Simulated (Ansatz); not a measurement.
`C[SiH2][SnH3]` + H₂ → `[SiH3][SnH3]` + CH₄  (hydrogenolysis of the Si–C bond)

Program: Ansatz. Geometries: PBE0-D4/def2-TZVP. ΔE: electronic, gas phase. CCSD(T)/CBS is the MP2 limit (def2-TZVPP, def2-QZVPP) plus CCSD(T) − MP2 in def2-TZVPP, frozen cores. This one scheme is used for every species. def2 core potentials past Kr. For Sn outer-core shells are correlated without core-valence functions, which leaves a few kJ/mol of doubt a bond.

| species | CCSD(T)/CBS(def2) energy (Eh) |
| --- | --- |
| `C[SiH2][SnH3]` | -545.95955 |
| H₂ | -1.17544 |
| `[SiH3][SnH3]` | -506.68362 |
| CH₄ | -40.46206 |

(1) Work out ΔE.

(2) What do rigid-rotor, harmonic-oscillator terms from PBE0-D4/def2-TZVP frequencies (298.15 K, 1 bar) make of the CCSD(T)/CBS value? (Estimate.)

Largest T1 diagnostic among the species: 0.013.

Results:

(1) ΔE = (-506.68362) + (-40.46206) − (-545.95955) − (-1.17544) = -0.01069 Eh = -28.1 kJ/mol.

(2) Ansatz gave: ΔZPE = +14.0 kJ/mol, ΔH = -16.9 kJ/mol, ΔS = 8 J/(mol·K), ΔG = -19.2 kJ/mol.

Leaving LDA and LC-ωPBE aside and taking each functional with its dispersion term where it has one, the values, not all of them listed here, spread over 12.9 kJ/mol, from BHLYP-D4 to revPBE-D4. LDA lies +4.8 kJ/mol from PBE without D4. From BLYP to BHLYP (50 % exact exchange), in def2-TZVPP and without D4, ΔE moves by −3.3 kJ/mol.
